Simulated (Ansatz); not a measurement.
Relaxation of MoO5H4 with RKS PBE-D4/def2-SVP.

```sh
$ ansatz run in.yaml --threads 4 --pin off --events-out ev --progress --plain --max-ram 8704MiB
```

```yaml
crystal:
  periodic: [false, false, false]
  atoms:
    - {symbol: Mo, position_ang: [0.009510, 0.613760, 0.130510]}
    - {symbol: O, position_ang: [-0.398400, 1.572990, -1.280300]}
    - {symbol: O, position_ang: [-0.367950, -0.768340, -0.971050]}
    - {symbol: O, position_ang: [-0.584720, 1.604990, 1.295950]}
    - {symbol: O, position_ang: [0.402150, -0.735920, 1.295000]}
    - {symbol: O, position_ang: [-0.458570, -2.146690, -0.764410]}
    - {symbol: H, position_ang: [0.521360, -0.850330, 2.246560]}
    - {symbol: H, position_ang: [1.546730, 1.052970, 0.079330]}
    - {symbol: H, position_ang: [-0.047210, -2.269880, 0.116700]}
    - {symbol: H, position_ang: [-0.622900, 1.926470, -2.148290]}
basis:
  gaussian: {orbitals: def2-SVP}
hamiltonian: {xc: pbe, dispersion: d4}
scf: {lower_state_search: "off"}
output: {orbitals: {seedname: orbitals}}
relax: {f_tol: 0.02, max_steps: 100}
```

Hardware: 4 threads of Arm Neoverse V2 on a shared host. Wall time 24 s.

Positions (Å) and forces (eV/Å) at steps 1, 2, 3, 4, 5, 6, 7, 8, 9, 10, 11, 12, 13, 14, 15, 16, 17, 18, 19, 22, 25 of 25:

```xyz
10
step=1 energy=-12138.5639 eV
Mo    0.010    0.614    0.131    0.780    1.001    1.003
O    -0.398    1.573   -1.280   -0.767    2.650   -3.054
O    -0.368   -0.768   -0.971   -0.560   -3.691   -2.622
O    -0.585    1.605    1.296   -1.865    2.315    3.310
O     0.402   -0.736    1.295    0.930   -2.555    1.455
O    -0.459   -2.147   -0.764   -0.751   -0.617   -0.462
H     0.521   -0.850    2.247   -0.023    0.140    0.355
H     1.547    1.053    0.079    1.910    0.380   -0.168
H    -0.047   -2.270    0.117    0.363    0.300    0.533
H    -0.623    1.926   -2.148   -0.018    0.078   -0.350
10
step=2 energy=-12139.5620 eV
Mo   -0.046    0.640    0.125    0.356    0.598    0.687
O    -0.417    1.681   -1.340   -0.160    0.621   -0.649
O    -0.371   -0.871   -1.006   -0.110   -0.891   -0.545
O    -0.763    1.561    1.368    0.023   -0.294   -0.036
O     0.500   -0.771    1.286    0.168   -0.684   -0.109
O    -0.572   -2.230   -0.678   -0.050    0.364    0.242
H     0.612   -0.882    2.244   -0.033    0.334    0.154
H     1.620    1.102    0.068   -0.346   -0.018    0.007
H    -0.045   -2.291    0.168    0.008    0.188   -0.041
H    -0.518    2.060   -2.235    0.144   -0.217    0.290
10
step=3 energy=-12139.6867 eV
Mo   -0.069    0.608    0.098   -0.190    0.506    0.519
O    -0.386    1.723   -1.355   -0.185    0.127   -0.179
O    -0.376   -0.931   -1.055   -0.183   -0.301    0.162
O    -0.867    1.417    1.383    0.385   -0.488   -0.732
O     0.567   -0.806    1.245    0.196   -0.346   -0.149
O    -0.689   -2.230   -0.564    0.471    0.490    0.293
H     0.701   -0.832    2.213   -0.099    0.277   -0.146
H     1.555    1.162    0.064   -0.191   -0.043    0.107
H    -0.042   -2.249    0.213   -0.376    0.025   -0.270
H    -0.393    2.137   -2.243    0.171   -0.247    0.395
10
step=4 energy=-12139.7623 eV
Mo   -0.077    0.583    0.068   -0.422    0.190    0.385
O    -0.390    1.734   -1.362   -0.039    0.044   -0.054
O    -0.382   -0.967   -1.082   -0.099   -0.101    0.359
O    -0.953    1.296    1.357    0.467   -0.463   -0.712
O     0.673   -0.825    1.173    0.015   -0.163    0.109
O    -0.740   -2.227   -0.515    0.334    0.513    0.210
H     0.796   -0.764    2.144   -0.070    0.151   -0.272
H     1.517    1.190    0.153   -0.114    0.089   -0.058
H    -0.137   -2.196    0.296   -0.205   -0.042   -0.292
H    -0.306    2.176   -2.231    0.133   -0.218    0.325
10
step=5 energy=-12139.8108 eV
Mo   -0.101    0.536    0.046   -0.263    0.057    0.341
O    -0.359    1.742   -1.348   -0.175    0.221   -0.596
O    -0.421   -1.013   -1.086   -0.045   -0.056    0.273
O    -1.052    1.128    1.331    0.421   -0.243   -0.577
O     0.766   -0.868    1.096    0.116    0.428    0.503
O    -0.843   -2.205   -0.413    0.219    0.365   -0.002
H     0.894   -0.682    2.059   -0.057   -0.142   -0.553
H     1.417    1.334    0.148   -0.061   -0.215    0.104
H    -0.180   -2.185    0.349   -0.166   -0.011   -0.202
H    -0.120    2.214   -2.182    0.010   -0.404    0.709
10
step=6 energy=-12139.8487 eV
Mo   -0.120    0.522    0.037    0.130   -0.144    0.349
O    -0.389    1.724   -1.353    0.011    0.405   -0.569
O    -0.423   -1.009   -1.104   -0.048   -0.031    0.104
O    -1.099    1.072    1.308    0.196   -0.063   -0.271
O     0.818   -0.838    1.080   -0.052    0.219    0.269
O    -0.883   -2.153   -0.383    0.192    0.106    0.052
H     0.937   -0.637    2.036    0.002   -0.120   -0.337
H     1.415    1.276    0.197   -0.189    0.053   -0.061
H    -0.180   -2.155    0.339   -0.191   -0.087   -0.099
H    -0.076    2.199   -2.157   -0.051   -0.338    0.564
10
step=7 energy=-12139.8746 eV
Mo   -0.130    0.511    0.033    0.167   -0.206    0.268
O    -0.397    1.720   -1.351   -0.038    0.325   -0.438
O    -0.418   -1.020   -1.102   -0.067   -0.093   -0.025
O    -1.125    1.054    1.288    0.064   -0.016   -0.065
O     0.840   -0.829    1.067   -0.090    0.157    0.057
O    -0.904   -2.148   -0.372    0.102    0.092    0.032
H     0.988   -0.632    2.014    0.037   -0.042   -0.074
H     1.374    1.309    0.189   -0.072    0.051   -0.024
H    -0.211   -2.162    0.354   -0.088   -0.065   -0.062
H    -0.017    2.197   -2.118   -0.015   -0.203    0.332
10
step=8 energy=-12139.9010 eV
Mo   -0.155    0.484    0.024    0.213   -0.109    0.268
O    -0.413    1.712   -1.357    0.200    0.400   -0.597
O    -0.442   -1.042   -1.112    0.002   -0.137   -0.157
O    -1.170    1.015    1.259   -0.121    0.055    0.100
O     0.871   -0.805    1.057   -0.060    0.138   -0.045
O    -0.959   -2.133   -0.344    0.034    0.027    0.061
H     1.098   -0.594    1.984    0.017   -0.015   -0.065
H     1.296    1.370    0.186    0.022   -0.030    0.005
H    -0.238   -2.192    0.347   -0.050   -0.034   -0.024
H     0.111    2.186   -2.044   -0.258   -0.297    0.455
10
step=9 energy=-12139.9158 eV
Mo   -0.175    0.471    0.025    0.132   -0.151    0.054
O    -0.420    1.707   -1.365    0.311    0.297   -0.420
O    -0.440   -1.061   -1.118   -0.048   -0.055   -0.147
O    -1.230    0.992    1.233   -0.068    0.050    0.090
O     0.888   -0.782    1.043    0.039    0.144    0.174
O    -1.002   -2.110   -0.319    0.066    0.023    0.068
H     1.194   -0.561    1.947   -0.034   -0.033   -0.179
H     1.254    1.394    0.187    0.003   -0.025    0.056
H    -0.262   -2.223    0.343   -0.065    0.005   -0.040
H     0.195    2.174   -1.976   -0.335   -0.255    0.346
10
step=10 energy=-12139.9273 eV
Mo   -0.188    0.452    0.024    0.009    0.027    0.048
O    -0.415    1.695   -1.373    0.120    0.023   -0.080
O    -0.455   -1.071   -1.140   -0.010   -0.022   -0.085
O    -1.258    0.979    1.219    0.011   -0.011   -0.038
O     0.898   -0.765    1.047    0.045    0.086    0.149
O    -1.026   -2.096   -0.309    0.055    0.058    0.075
H     1.259   -0.523    1.924   -0.044   -0.050   -0.174
H     1.225    1.395    0.207   -0.014   -0.018    0.035
H    -0.276   -2.225    0.334   -0.052   -0.035   -0.021
H     0.236    2.160   -1.933   -0.121   -0.058    0.091
10
step=11 energy=-12139.9387 eV
Mo   -0.197    0.428    0.023   -0.233    0.002    0.034
O    -0.406    1.672   -1.386    0.171   -0.056    0.056
O    -0.459   -1.088   -1.166   -0.079   -0.037   -0.006
O    -1.319    0.949    1.176    0.145   -0.044   -0.141
O     0.918   -0.744    1.047    0.152    0.084    0.310
O    -1.080   -2.037   -0.263    0.334    0.093    0.113
H     1.366   -0.482    1.879   -0.099   -0.080   -0.269
H     1.182    1.410    0.252   -0.030    0.018    0.013
H    -0.295   -2.256    0.317   -0.256    0.033   -0.134
H     0.291    2.148   -1.877   -0.106   -0.014    0.024
10
step=12 energy=-12139.9405 eV
Mo   -0.222    0.379    0.023   -0.056    0.199    0.098
O    -0.376    1.626   -1.396    0.412    0.107   -0.129
O    -0.473   -1.112   -1.216   -0.293   -0.170    0.145
O    -1.394    0.905    1.123    0.158   -0.061   -0.176
O     0.951   -0.717    1.055    0.403    0.172    0.755
O    -1.143   -1.954   -0.210    1.000    0.126    0.137
H     1.517   -0.417    1.813   -0.470   -0.239   -0.738
H     1.102    1.429    0.304   -0.087   -0.056    0.020
H    -0.331   -2.273    0.299   -0.657    0.123   -0.295
H     0.368    2.134   -1.793   -0.410   -0.201    0.183
10
step=13 energy=-12139.9685 eV
Mo   -0.221    0.385    0.019   -0.128   -0.192    0.080
O    -0.370    1.613   -1.411    0.328    0.116   -0.008
O    -0.481   -1.110   -1.214   -0.218   -0.162    0.049
O    -1.392    0.926    1.105   -0.026    0.018   -0.029
O     0.916   -0.741    1.064    0.315    0.231    0.420
O    -1.113   -1.930   -0.175    0.392    0.122   -0.127
H     1.508   -0.435    1.785   -0.183   -0.132   -0.345
H     1.105    1.421    0.326   -0.019   -0.005   -0.022
H    -0.303   -2.280    0.292   -0.247    0.099   -0.064
H     0.351    2.152   -1.793   -0.215   -0.094    0.046
10
step=14 energy=-12139.9346 eV rejected
Mo   -0.226    0.311    0.092   -0.504    1.261   -1.667
O    -0.254    1.528   -1.408   -0.261   -0.623    0.453
O    -0.564   -1.124   -1.276    0.102    0.577    0.164
O    -1.470    0.912    1.065    0.201   -0.122   -0.137
O     0.924   -0.721    1.159    0.621   -0.245    0.682
O    -1.119   -1.808   -0.125    0.351   -0.482    0.308
H     1.666   -0.361    1.687   -0.193   -0.171   -0.226
H     1.019    1.437    0.441   -0.052   -0.185    0.073
H    -0.332   -2.332    0.198   -0.362    0.124   -0.011
H     0.357    2.157   -1.833    0.096   -0.133    0.359
10
step=15 energy=-12140.0057 eV
Mo   -0.235    0.354    0.030    0.126   -0.151    0.159
O    -0.330    1.570   -1.408    0.031    0.047   -0.083
O    -0.520   -1.112   -1.246   -0.028   -0.072   -0.034
O    -1.432    0.924    1.070   -0.080    0.018    0.010
O     0.916   -0.733    1.110   -0.044    0.102    0.092
O    -1.109   -1.888   -0.160   -0.099    0.160   -0.060
H     1.586   -0.402    1.736   -0.010   -0.038   -0.146
H     1.076    1.400    0.358   -0.030   -0.002   -0.017
H    -0.309   -2.271    0.277    0.140   -0.064    0.041
H     0.357    2.158   -1.767   -0.005    0.000    0.038
10
step=16 energy=-12140.0239 eV
Mo   -0.246    0.331    0.045   -0.218    0.212   -0.072
O    -0.297    1.537   -1.411    0.011   -0.001   -0.078
O    -0.542   -1.118   -1.267   -0.027    0.042    0.066
O    -1.478    0.924    1.038    0.143   -0.081   -0.138
O     0.893   -0.727    1.151    0.549    0.165    0.494
O    -1.104   -1.840   -0.129    0.024   -0.010   -0.003
H     1.657   -0.386    1.672   -0.451   -0.226   -0.410
H     1.048    1.394    0.375   -0.013   -0.031    0.041
H    -0.305   -2.280    0.260    0.000   -0.009   -0.010
H     0.374    2.165   -1.733   -0.019   -0.060    0.110
10
step=17 energy=-12140.0342 eV
Mo   -0.273    0.328    0.040   -0.146   -0.015    0.099
O    -0.241    1.519   -1.435   -0.008   -0.060   -0.067
O    -0.616   -1.131   -1.258    0.131    0.025    0.033
O    -1.529    0.928    0.989    0.021   -0.018   -0.029
O     0.873   -0.722    1.168    0.296    0.155    0.097
O    -1.096   -1.862   -0.087    0.003    0.165   -0.042
H     1.720   -0.394    1.536   -0.310   -0.111   -0.153
H     0.976    1.417    0.436    0.113   -0.015   -0.021
H    -0.259   -2.253    0.281   -0.018   -0.020   -0.025
H     0.446    2.170   -1.669   -0.082   -0.105    0.107
10
step=18 energy=-12140.0451 eV
Mo   -0.272    0.325    0.051    0.053   -0.029   -0.074
O    -0.254    1.498   -1.432   -0.003    0.048   -0.086
O    -0.573   -1.122   -1.264    0.005    0.026    0.039
O    -1.539    0.921    0.985   -0.045    0.043    0.063
O     0.877   -0.711    1.182    0.207    0.023    0.141
O    -1.104   -1.830   -0.102    0.097   -0.017    0.025
H     1.730   -0.382    1.530   -0.226   -0.091   -0.105
H     1.005    1.394    0.431   -0.022    0.037   -0.043
H    -0.290   -2.255    0.279   -0.061   -0.015   -0.024
H     0.420    2.161   -1.661   -0.005   -0.026    0.063
10
step=19 energy=-12140.0466 eV
Mo   -0.271    0.328    0.053    0.043   -0.021    0.005
O    -0.257    1.498   -1.434   -0.066   -0.013   -0.076
O    -0.558   -1.121   -1.256   -0.045    0.001   -0.009
O    -1.534    0.933    0.992    0.005   -0.002   -0.005
O     0.870   -0.716    1.188   -0.052    0.044   -0.002
O    -1.097   -1.829   -0.098    0.008   -0.039   -0.023
H     1.718   -0.394    1.531    0.093    0.028    0.030
H     1.004    1.413    0.399   -0.002   -0.058    0.053
H    -0.292   -2.276    0.273   -0.022    0.030    0.003
H     0.417    2.164   -1.647    0.038    0.031    0.024
10
step=22 energy=-12140.0500 eV
Mo   -0.270    0.322    0.051   -0.012   -0.035    0.006
O    -0.243    1.478   -1.453    0.004   -0.006   -0.010
O    -0.576   -1.125   -1.259   -0.006    0.004    0.004
O    -1.534    0.937    0.979   -0.004    0.002    0.002
O     0.874   -0.702    1.198    0.014    0.015    0.001
O    -1.104   -1.833   -0.097    0.001    0.001   -0.004
H     1.735   -0.378    1.514   -0.002   -0.009    0.006
H     0.999    1.406    0.409    0.008    0.017   -0.008
H    -0.297   -2.281    0.269   -0.006    0.003   -0.004
H     0.416    2.175   -1.612    0.002    0.008    0.008
10
step=25 energy=-12140.0507 eV
Mo   -0.263    0.317    0.053   -0.002   -0.002   -0.007
O    -0.229    1.455   -1.469    0.003   -0.002    0.002
O    -0.587   -1.124   -1.260   -0.002   -0.003    0.001
O    -1.528    0.944    0.973   -0.004    0.004    0.005
O     0.884   -0.693    1.204    0.013    0.002    0.005
O    -1.111   -1.832   -0.096    0.007   -0.001    0.000
H     1.745   -0.372    1.524   -0.009   -0.005   -0.003
H     0.995    1.417    0.402   -0.001    0.003   -0.001
H    -0.308   -2.298    0.254   -0.005    0.002    0.000
H     0.402    2.185   -1.585    0.001    0.004   -0.001
```

In the def2 sets Mo takes a core potential; there is no spin–orbit coupling. The structure holds one bond between oxygen atoms, so isomers without such links may lie far lower. The structure comes from a short search, and lower isomers may exist.
